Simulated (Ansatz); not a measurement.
```yaml
crystal:
  periodic: [false, false, false]
  atoms:
    - {symbol: C, position_ang: [0.091302, 1.144393, 0.187160]}
    - {symbol: O, position_ang: [-0.344456, -0.082417, -0.327069]}
    - {symbol: In, position_ang: [0.367579, -1.900771, 0.162841]}
    - {symbol: Xx, position_ang: [-0.700300, -3.673166, -0.970944]}
    - {symbol: H, position_ang: [-0.501133, 1.932361, -0.292196]}
    - {symbol: H, position_ang: [-0.060247, 1.231294, 1.270344]}
    - {symbol: H, position_ang: [1.147257, 1.348317, -0.030134]}
basis:
  gaussian: {orbitals: x2c-TZVPPall}
magnetization: {spin_polarized: true, initial_magnetization: 3}
hamiltonian: {xc: {name: B2GP-PLYP}}
output: {forces: true}
```

```sh
$ ansatz run in.yaml --threads 4 --pin off --events-out ev --progress --plain --max-ram 10444MiB
```

Shortened log:

```
Error: YAML parse error: error: line 7 column 16: `Xx` is not an element symbol (H … Og, case-exact)
 --> <input>:7:16
5 |     - {symbol: O, position_ang: [-0.344456, -0.082417, -0.327069]}
6 |     - {symbol: In, position_ang: [0.367579, -1.900771, 0.162841]}
7 |     - {symbol: Xx, position_ang: [-0.700300, -3.673166, -0.970944]}
8 |     - {symbol: H, position_ang: [-0.501133, 1.932361, -0.292196]}
9 |     - {symbol: H, position_ang: [-0.060247, 1.231294, 1.270344]}
```

**Question.** What is wrong with this run?

**Answer.** An element symbol is wrong. The program refused the input.
